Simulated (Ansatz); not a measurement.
```xyz
12

C     1.234   -0.644    0.945
Si   -0.193    0.024   -0.026
N    -0.898    1.314    0.815
C    -0.394   -0.204   -1.800
O    -1.154   -1.055   -0.828
H     0.900   -1.028    1.912
H     1.988    0.125    1.125
H     1.699   -1.466    0.399
H    -1.719    1.797    0.492
H    -0.690    1.503    1.780
H     0.285   -0.789   -2.418
H    -1.058    0.421   -2.397
```

The species carries charge 0 and has multiplicity 1.

Q: List the r2SCAN/def2-TZVPP orbital energies in eV (Ansatz). (An estimate is asked.)

A: The calculation gave: Occupied: -1791.13, -515.02, -385.01, -273.50, -272.81, -141.49, -96.39, -96.34, -96.33, -25.88, -22.40, -18.36, -16.25, -12.95, -12.87, -11.25, -10.74, -10.52, -10.25, -9.57, -8.52, -7.26, -6.44, -5.70. Lowest empty: 0.56, 1.02, 1.63, 1.99, 2.39, 2.48, 2.82, 2.94.
